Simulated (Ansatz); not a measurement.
Cd₁₂H₃₂Se₁₂, relaxed as a singlet with RKS PBE-D4/def2-SVP in Ansatz, starting from the GFN1-xTB geometry. Force threshold 0.03 eV/Å.

In the def2 sets Cd takes a core potential; there is no spin–orbit coupling. Single mean-field runs in def2-SVP are fitted with def2-universal-jkfit. In the singlet geometry the species has come apart into loosely held pieces. In the singlet, H26 and H42 lie 0.77 Å apart, H36 and H55 lie 0.77 Å apart, H33 and H47 lie 0.77 Å apart (atoms count from 1), so H2 has formed as a molecule.

Start:

```xyz
56

Cd    1.264    4.928    1.627
Cd    5.724   -0.647    2.920
Cd    0.655   -4.262    3.286
Cd   -3.312    3.375    1.674
Cd   -3.447   -2.238    2.367
Cd    0.143    0.488    2.123
Cd    2.567    1.889   -1.790
Cd    1.437   -2.233   -0.642
Cd   -1.862    0.136   -1.131
Cd   -1.340    4.469   -2.605
Cd   -2.212   -4.772   -1.335
Cd    0.069   -1.647   -6.243
Se    2.922    0.711    3.103
Se   -0.853    2.858    2.524
Se    0.929    3.914   -0.998
Se   -0.957   -1.685    3.135
Se    4.217   -1.756    0.374
Se    0.294   -4.257    0.280
Se   -4.479    0.675    2.688
Se   -2.899    2.501   -0.793
Se   -3.053   -2.052   -0.261
Se    0.576    0.120   -0.369
Se    1.752   -2.192   -3.625
Se   -1.491   -0.068   -4.055
H     0.358    6.314    1.810
H     2.562    4.061    2.318
H     6.567    0.552    2.163
H     5.359   -1.895    3.933
H    -0.556   -5.313    3.705
H     2.171   -3.589    3.431
H    -4.390    4.468    2.221
H    -4.581   -3.101    3.159
H     3.856    1.566   -0.721
H     2.234    1.281   -3.348
H    -2.045    5.890   -2.099
H    -1.280    3.382   -3.920
H    -3.028   -5.743   -0.269
H    -1.724   -4.294   -2.855
H    -0.876   -2.997   -6.162
H     1.006   -0.435   -6.851
H     2.787    1.017    4.498
H     3.043    2.103    2.750
H    -1.037    2.853    3.958
H     1.691    4.995   -1.585
H    -1.205   -1.311    4.507
H     5.173   -2.237   -0.583
H     4.236   -0.427   -0.183
H     1.219   -5.261   -0.184
H    -4.784    0.835    4.081
H    -5.868    0.645    2.330
H    -4.252    2.287   -1.255
H    -4.416   -1.869   -0.698
H     2.125   -0.801   -3.606
H     3.081   -2.608   -3.979
H    -1.256    1.344   -4.228
H    -2.816    0.030   -4.595
```

| step | energy (eV) | largest force component (eV/Å) | SCF passes |
| --- | --- | --- | --- |
| 1 | -839277.7167 | 1.785 | 21 |
| 2 | -839279.4513 | 0.782 | 24 |
| 3 | -839279.9775 | 0.683 | 20 |
| 4 | -839280.3479 | 0.387 | 20 |
| 5 | -839280.5976 | 0.588 | 24 |
| 6 | -839280.8117 | 0.377 | 25 |
| 7 | -839280.9902 | 0.381 | 25 |
| 8 | -839281.1485 | 0.578 | 26 |
| 9 | -839281.2584 | 0.524 | 26 |
| 10 | -839281.4114 | 0.367 | 27 |
| 11 | -839281.5347 | 0.201 | 21 |
| 15 | -839281.8039 | 0.356 | 21 |
| 19 | -839282.4702 | 0.227 | 25 |
| 23 | -839282.7992 | 0.141 | 21 |
| 27 | -839283.4619 | 0.324 | 21 |
| 31 | -839283.6090 | 0.095 | 20 |
| 35 | -839283.6432 | 0.112 | 19 |
| 39 | -839283.6665 | 0.220 | 21 |
| 43 | -839283.6905 | 0.179 | 20 |
| 47 | -839283.7486 | 0.271 | 20 |
| 51 | -839283.9048 | 0.539 | 22 |
| 55 | -839284.1485 | 0.395 | 21 |
| 59 | -839284.3190 | 0.268 | 20 |
| 63 | -839284.3902 | 0.099 | 20 |
| 67 | -839284.4026 | 0.041 | 21 |
| 68 | -839284.4029 | 0.026 | 21 |

Force components are those of the run's own axes.

End:

```xyz
56

Cd    1.1090    3.3210    2.4553
Cd    5.3049    0.2862    2.5381
Cd    2.5548   -4.1816    2.3333
Cd   -3.3302    4.2124    1.5904
Cd   -4.0174   -1.8610    2.6871
Cd    0.4338   -1.4623    2.8725
Cd    0.3178    1.0122   -0.3145
Cd    2.0331   -2.8024   -0.9581
Cd   -2.2132   -1.9312   -1.4046
Cd   -1.9946    2.7650   -2.5812
Cd   -0.5213   -4.7359   -2.6215
Cd    0.1349   -0.6208   -5.8544
Se    2.0976    0.7394    2.7543
Se   -1.5351    2.7104    2.9330
Se    0.2143    3.5273   -0.5213
Se   -1.8271   -1.0679    4.1504
Se    3.9086   -2.2150    0.7874
Se    0.7383   -4.9755    0.0853
Se   -4.9692    1.0932    2.9475
Se   -3.5570    2.3519   -0.3508
Se   -4.4049   -1.5228   -0.0154
Se   -0.0411   -1.3757    0.1738
Se    1.2705   -2.6934   -3.4707
Se   -1.5594    0.0834   -3.1778
H     1.9768    4.7446    2.7775
H     3.8340    3.8138    0.2884
H     5.5159    1.3435    1.2286
H     5.2951   -0.6966    3.9165
H     3.3714   -5.5618    2.9045
H     1.3496   -2.9983    3.1718
H    -4.0835    5.6964    1.8918
H    -5.0780   -2.9659    3.4615
H     3.1049    1.3136   -0.3752
H     1.6278    1.0426   -2.7839
H    -2.0233    4.0228   -3.7216
H     1.1259    3.3338   -4.1058
H    -0.5193   -6.2616   -3.3765
H    -1.9121   -3.5781   -2.1007
H    -0.9993   -1.7906   -6.3139
H     1.2939    0.5948   -5.6162
H     2.0994    0.9792    4.2204
H     4.2599    3.2127    0.5158
H    -1.5513    3.5483    4.1595
H     1.4779    3.5930   -1.3057
H    -1.8251    0.3681    3.7222
H     4.9498   -3.1331    0.2578
H     3.1393    0.5433   -0.3421
H     1.6983   -6.0018   -0.3953
H    -5.2754    1.0141    4.4015
H    -6.3897    0.8077    2.6085
H    -4.7321    2.9834   -1.0041
H    -4.1624   -0.0447   -0.0574
H     1.6849    0.2777   -2.6974
H     2.3006   -3.6162   -4.0139
H     1.1755    2.6665   -4.4889
H    -2.8763    0.0919   -3.8657
```

Bonds lost: Cd1–H26, Cd3–Se16, Cd6–Se14, Cd7–H33, Cd7–H34, Cd9–Se20, Cd10–H36, Cd11–Se21 (atoms count from 1). Bonds formed: Cd1–Se13, Cd3–Se17, Cd6–H30, Cd9–H38, Cd10–Se24, Cd11–Se23 (atoms count from 1). The end holds 5 separate pieces.

No frequencies were taken in this run, so the end may be a saddle point.

Hardware: 11 threads of AMD EPYC 7R13 on a shared host and a whole NVIDIA H100 80GB HBM3. Wall time 6.8 min, peak host memory 1.9 GiB.
